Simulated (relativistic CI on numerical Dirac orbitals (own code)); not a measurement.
Slater and spin-orbit integrals, Sn XLI

These numbers are calculated, not measured: Dirac-Coulomb-Breit CI, KLI orbitals optimised for each configuration, QED by a radiative potential, unscaled Slater integrals (own radial code, finite nucleus).

Slater integrals F^k, G^k are unscaled and averaged over j, outside the closed core 1s2; ζ comes from projecting the Hamiltonian with its Breit term on Σ l·s of the shell.

- 2s2.2p5.3s: ζ(2p) = 1.2739e+06, G^1(2p,3s) = 92414 cm⁻¹; <r>(2p) = 0.106, <r^2>(2p) = 0.01364, <r>(3s) = 0.2917, <r^2>(3s) = 0.09689 (bohr units).
- 2s2.2p5.3p: ζ(2p) = 1.2733e+06, F^2(2p,3p) = 242470, G^0(2p,3p) = 95873, G^2(2p,3p) = 105920, ζ(3p) = 335570 cm⁻¹; <r>(2p) = 0.1061, <r^2>(2p) = 0.01366, <r>(3p) = 0.2811, <r^2>(3p) = 0.0912 (bohr units).
- 2s2.2p5.3d: ζ(2p) = 1.2745e+06, F^2(2p,3d) = 321660, G^1(2p,3d) = 305610, G^3(2p,3d) = 176860, ζ(3d) = 46426 cm⁻¹; <r>(2p) = 0.1061, <r^2>(2p) = 0.01367, <r>(3d) = 0.2456, <r^2>(3d) = 0.06935 (bohr units).

Averages of the first 10 configurations, taken without configuration mixing, which lowers the lowest level and can move excited configurations by several eV; other configurations of the list can lie among them:

```json
{"Configuration": "2s2.2p6", "Parity": "even", "States": "1", "Average energy above the lowest level (eV)": "0.1"}
{"Configuration": "2s2.2p5.3s", "Parity": "odd", "States": "12", "Average energy above the lowest level (eV)": "3624.5"}
{"Configuration": "2s2.2p5.3p", "Parity": "even", "States": "36", "Average energy above the lowest level (eV)": "3750.6"}
{"Configuration": "2s2.2p5.3d", "Parity": "odd", "States": "60", "Average energy above the lowest level (eV)": "3883.9"}
{"Configuration": "2s.2p6.3s", "Parity": "even", "States": "4", "Average energy above the lowest level (eV)": "4065.4"}
{"Configuration": "2s.2p6.3p", "Parity": "odd", "States": "12", "Average energy above the lowest level (eV)": "4188.4"}
{"Configuration": "2s.2p6.3d", "Parity": "even", "States": "20", "Average energy above the lowest level (eV)": "4321.4"}
{"Configuration": "2s2.2p5.4s", "Parity": "odd", "States": "12", "Average energy above the lowest level (eV)": "4928.5"}
{"Configuration": "2s2.2p5.4p", "Parity": "even", "States": "36", "Average energy above the lowest level (eV)": "4980.4"}
{"Configuration": "2s2.2p5.4d", "Parity": "odd", "States": "60", "Average energy above the lowest level (eV)": "5032.0"}
```
